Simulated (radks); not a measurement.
Values are calculated unless marked as measured or tabulated.
Fractional charge and spin in the 5s shell of tin: the spin-up occupation runs from 0 to 1 and the spin-down occupation from 0 to 1; the fullest corner is Sn, [Kr] 4d10 5p(up 1, down 1) 5s(up 1, down 1). Level of theory: scalar-relativistic Kohn-Sham, LDA (Slater exchange, Perdew-Wang correlation), spin-polarised, spherical densities, point nucleus (a radial shooting solver on a logarithmic mesh with Libxc functionals). Energy (eV) minus the two flat planes that join the four corners (they meet along the diagonal where the two added fractions sum to one electron); zero is where a piecewise linear energy would lie.

\begin{tabular}{lrrr}
down \ up & 0 & 0.5 & 1 \\ \hline
0 & 0.000 & -1.108 & 0.000 \\
0.5 & -1.108 & 0.187 & -0.982 \\
1 & 0.000 & -0.982 & 0.000 \\
\end{tabular}

Corners above the fullest one (they belong to Sn+ and the next ion): (up 1, down 0) 14.641 eV, (up 0, down 1) 14.641 eV, (up 0, down 0) 38.413 eV. With half an added electron in each spin the energy lies 0.187 eV from the planes, and with half an added electron in spin up alone -1.108 eV. The planes are only a guide here: the flat-plane condition holds for ground states with one frontier orbital, while this shell lies below other occupied shells, so the corners above the fullest one are inner-hole states and not the ground states of those ions.
